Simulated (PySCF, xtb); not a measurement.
Si(Me)2 cation (C2H6Si), SMILES C[Si]C (connectivity only; charge and spin as stated), charge +1, multiplicity 2.

Harmonic wavenumbers (cm⁻¹) from GFN2-xTB (xtb 6.7.1) at its own minimum, in rising order: 41, 54, 156, 655, 756, 763, 779, 832, 858, 1304, 1321, 1365, 1371, 1379, 1383, 2976, 2976, 2980, 2982, 2988, 2988.

Task: What does ωB97X-D3(BJ)/def2-TZVP in PySCF give at its own minimum? (The exact figures need the calculation; the answer reports its results.)

Result: 37, 78, 213, 583, 613, 671, 680, 809, 877, 1254, 1279, 1391, 1408, 1417, 1435, 3029, 3035, 3107, 3110, 3180, 3181. Paired by order, the mean absolute difference is 73 cm⁻¹ and the zero-point energies are 44.2 and 44.9 kcal/mol.
